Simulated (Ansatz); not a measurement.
Start from `C[SiH](F)Br` and change one atom or group to get `C[SiH](F)[SiH2]O`.

Ansatz, PBE0-D4/def2-TZVP geometries, multiplicity 1. Each molecule was computed in one conformer, which needn't be the lowest.

Scalar relativity is left out up to krypton. Spin–orbit coupling is left out; it splits and shifts lone-pair levels of the heavy atoms by tenths of an eV.

| property | `C[SiH](F)Br` |
| --- | --- |
| size of the dipole moment (ωB97M-V/def2-TZVPP) / D | 2.11 |
| HOMO–LUMO gap (B3LYP/def2-TZVPP) / eV | 8.52 |
| size of the dipole moment (PBE/def2-TZVPP) / D | 2.04 |
| LUMO energy (ωB97M-V/def2-TZVPP) / eV | 2.30 |
| HOMO–LUMO gap (PBE/def2-TZVPP) / eV | 6.80 |
| LUMO energy (B3LYP/def2-TZVPP) / eV | 0.28 |

(1) Give the same properties after the change, and the shifts. (An estimate is asked.)

## Answers

(1) Ansatz gave: 
```tsv
property	`C[SiH](F)[SiH2]O`	shift
size of the dipole moment (ωB97M-V/def2-TZVPP) / D	0.70	-1.41
HOMO–LUMO gap (B3LYP/def2-TZVPP) / eV	6.55	-1.97
size of the dipole moment (PBE/def2-TZVPP) / D	0.74	-1.30
LUMO energy (ωB97M-V/def2-TZVPP) / eV	1.02	-1.28
HOMO–LUMO gap (PBE/def2-TZVPP) / eV	4.82	-1.98
LUMO energy (B3LYP/def2-TZVPP) / eV	-0.90	-1.18
```

With PBE0 the HOMO rises by 0.87 eV and the LUMO falls by 1.19 eV, so the gap narrows by about 2.06 eV. PBE moves the HOMO by 0.83 eV and ωB97M-V by 1.01 eV. The zero-point energy changes by 79.0 kJ/mol with +12 modes. Dipoles are sizes alone; their direction can turn.

B3LYP here is the variant with VWN-RPA as its local correlation; programs differ in this.
